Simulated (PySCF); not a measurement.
**Electron correlation in Ir²⁺ (iridium, charge +2)**

[Xe] 4f14 5d7, high-spin 4F determinant. Calculation: PySCF 2.14, in aug-cc-pVDZ-PP with ECP60MDF (5s5p4d2f, 54 functions); a scalar-relativistic core potential. Frozen: 5s2 5p6; 7 electrons correlated.

```
  level  correlation energy (mhartree)
   CCSD                        -119.55
    (T)                          -2.13
CCSD(T)                        -121.68
```

Diagnostics: T1 = 0.0044, D1 = 0.0076, largest double amplitude 0.047.

Is a single reference adequate?

Yes, within this model without spin-orbit coupling: T1 lies below 0.03 and no double amplitude reaches 0.07.
